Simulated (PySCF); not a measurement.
# Peak assignment

Mapped SMILES: `[CH:1]#[C:2][C@@H:3]1[CH:4]=[CH:5][C@@H:6]([Cl:7])[SiH2:8][CH2:9]1`. Each H is labelled by its parent atom. Ha(Si8), Ha(C9) are cis to C2 on the ring; Hb(Si8), Hb(C9) are trans to C2 on the ring.

- coordinates at the GFN2-xTB level
- shieldings: GIAO PBE0/pcSseg-1
- program: PySCF 2.14.0 with density-fitted response routines
- one computed conformer, gas phase, non-relativistic Hamiltonian

Chemical shifts δ = σref − σ; ¹³C, ¹H vs TMS, all at this level.

(1) Assign these signals to the numbered atoms. ¹³C{¹H} NMR (computed): δ 154.0, 136.5, 94.1, 75.1, 39.6, 26.4, 15.5.

(2) Assign these signals to the numbered atoms. ¹H NMR (500 MHz, computed): δ 6.66 (m, 1H), 6.57 (m, 1H), 4.39 (m, 1H), 4.28 (m, 1H), 3.98 (m, 1H), 3.75 (m, 1H), 1.63 (d, 1H), 1.49 (m, 1H), 1.10 (m, 1H).

Results:

(1) 
154.0 → C4, alkene CH: as expected for a trigonal carbon in a double bond
136.5 → C5, alkene CH
94.1 → C2, alkyne carbon: sp carbons lie upfield of alkene carbons because the cylindrical π system leaves one tensor component strongly shielded
75.1 → C1, terminal alkyne carbon: sp carbons lie upfield of alkene carbons because the cylindrical π system leaves one tensor component strongly shielded
39.6 → C6, allylic sp3 CH bonded to Cl and Si: pulled downfield by the heteroatom
26.4 → C3, allylic sp3 CH: saturated and bonded to C and H only
15.5 → C9, sp3 CH2 bonded to Si

(2) 
6.66 → H(C4), hydrogen on an alkene CH: a vinylic proton, deshielded by the sp2 carbon and the C=C anisotropy
6.57 → H(C5), hydrogen on an alkene CH
4.39 → Hb(Si8), hydrogen on a silicon bonded to 2 C, in a 6-membered ring
4.28 → Ha(Si8), hydrogen on a silicon bonded to 2 C, in a 6-membered ring
3.98 → H(C6), hydrogen on an allylic sp3 CH bonded to Cl and Si: its carbon carries Cl, an electronegative neighbour
3.75 → H(C3), hydrogen on an allylic sp3 CH
1.63 → H(C1), hydrogen on a terminal alkyne carbon: it lies on the axis of the triple bond, in its shielding cone
1.49 → Hb(C9), hydrogen on an sp3 CH2 bonded to Si
1.10 → Ha(C9), hydrogen on an sp3 CH2 bonded to Si

H(C4) and H(C5); Hb(Si8) and Ha(Si8) lie closer than the usual error of such a calculation, so a measured spectrum could show them in the other order.

Carbons that carry Cl, above all several Cl atoms, come out too deshielded, partly because spin–orbit coupling is missing. Shifts are as computed. Against solution values, carbons near 30 ppm lie about +3 ppm off and those near 130 ppm about +5 ppm; carbons on Cl a further +6 ppm. Of 1211 compounds with measured shifts, 218 miss one by over three times the rms of a fit or turn the order of signals round; such compounds aren't used in these exercises. Multiplicities follow the n + 1 count of equivalent neighbours, as no J values were calculated; m marks all less simple cases, F and P coupling included.
